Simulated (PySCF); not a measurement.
Vertical excitations of a molecule C2H8FNSi from TDDFT-PBE/def2-SVPD in PySCF, as energy in eV (oscillator strength): 5.05 (0.006), 5.58 (0.017), 6.36 (0.010), 6.44 (0.015), 6.85 (0.002), 6.96 (0.002), 7.10 (0.036), 7.18 (0.040), 7.33 (0.012), 7.46 (0.002). Lowest triplet (TDA): 4.93 eV. Geometry optimised at TPSSh-D3(BJ)/def2-SVP. Other conformers were not sampled.

### Question
Pick the molecule that these values belong to.
A) C[Si](C)(N)F
B) C[Si@H](N)CF
C) C[C@@H](N)[SiH2]F
D) NC[SiH2]CF

### Answer
C, C[C@@H](N)[SiH2]F
